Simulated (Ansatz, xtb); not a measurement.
## C7H8: 3 structures ranked

3 gas-phase structures of C7H8, from a drawn sample of its isomers (lower ones may exist). Each was relaxed with GFN2-xTB; where two conformers were screened, the lower at r2SCAN-D4/def2-SVP is listed:

A. `C=CC1C=CC=C1`, a singlet
B. `C=CC1=CC=CC1`, a singlet
C. `C=CC1=CCC=C1`, a singlet

Problem. Which do you expect lowest at r2SCAN-D4/def2-SVP, and how would the others follow?

Solution. Calculated order at r2SCAN-D4/def2-SVP: B (0.0), C (9.2), A (43.3) kJ/mol.

Energies above the lowest of each column, in kJ/mol; the last columns are at PBE-D3(BJ)/def2-SVP geometries:

```csv
structure,GFN2-xTB,HF/STO-3G,r2SCAN-D4/def2-SVP,PBE-D3(BJ)/def2-SVP,CCSD(T)/def2-SVP + ΔMP2/def2-TZVPP
B,0.0,0.0,0.0,0.0,0.0
C,9.3,2.7,9.2,9.0,4.1
A,35.2,29.3,43.3,42.4,27.0
```

Every level run on B puts it lowest or level with the lowest. Flexible structures stand in one conformer each, not always the lowest. ΔMP2 is the change of the MP2 energy from the smaller to the larger basis.

Programs: Ansatz 0.2.0, xtb 6.7.1.
